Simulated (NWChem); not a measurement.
# Si2H5O2F; SMILES F[SiH2][SiH](O)O

```xyz
10

O      1.5119     1.2421    -0.4494
Si     0.1125     0.8645     0.3700
O     -1.1756     1.8147    -0.0843
Si    -0.5728    -1.2761    -0.2697
F      0.5433    -2.3505     0.2538
H      2.1855     1.7356     0.0265
H      0.3857     1.0150     1.8376
H     -1.1479     2.7548     0.1184
H     -0.6793    -1.3994    -1.7529
H     -1.8797    -1.6450     0.3504
```
Atoms are numbered in this order, from 1.

Results from NWChem. Pople sets run with spherical d functions. Structure relaxed at the PBE0/def2-SVP level. B3LYP is NWChem's, with the RPA form of VWN correlation. Total energies compare along this basis series because the functional is fixed.

```
level             basis functions  energy (Ha)  highest occupied level (eV)  orbital gap (eV)  dipole (D)  relative time
----------------  ---------------  -----------  ---------------------------  ----------------  ----------  -------------
B3LYP/STO-3G                   38    -822.0211                        -3.67              9.35        2.19              1
B3LYP/3-21G                    63    -827.9496                        -7.55              7.47        3.66              1
B3LYP/6-31G*                   88    -832.3990                        -7.67              7.26        3.28              3
B3LYP/6-31+G*                 108    -832.4262                        -8.03              6.98        3.35              5
B3LYP/6-311G**                136    -832.5520                        -7.92              7.19        3.38              5
B3LYP/6-311++G**              161    -832.5645                        -8.08              6.95        3.32             10
```

Times are rough ratios from one shared machine.
